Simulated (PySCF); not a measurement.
AlH₃, SMILES [AlH3+] (connectivity only; charge and spin as stated), charge +1, multiplicity 2.

Coordinates come from a ωB97X-D3(BJ)/def2-TZVPD optimisation.

Level of theory: PySCF with CAM-B3LYP/def2-TZVPD.

Gas-phase values at a fixed geometry.

Q: Estimate the frontier levels, dipole moment and polarisability. (The exact figures need the calculation; the answer reports its results.)

A: 
| Item | Value |
|---|---|
| α spin, highest occupied and lowest empty level | -16.73 and -7.19 eV |
| β spin, highest occupied and lowest empty level | -17.66 and -9.93 eV |
| dipole moment about the centre of nuclear charge | 0.65 D |
| mean static polarisability | 25.9 bohr³ (3.84 Å³) |
| polarisability, principal values | 19.2, 28.9, 29.7 bohr³ |
| ⟨S²⟩ | 0.761 (pure state 0.75) |
